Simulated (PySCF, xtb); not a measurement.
AsF3, SMILES F[As](F)F.

Harmonic wavenumbers (cm⁻¹) from GFN2-xTB in xtb at its own minimum, in rising order: 226, 226, 284, 455, 456, 550.

Question: What does B3LYP-D3(BJ)/def2-SVP in PySCF give at its own minimum? (An estimate is asked for; the answer gives what the named calculation found.)

Answer: 250, 250, 324, 704, 704, 729. Paired by order, the mean absolute difference is 127 cm⁻¹ and the zero-point energies are 3.1 and 4.2 kcal/mol.
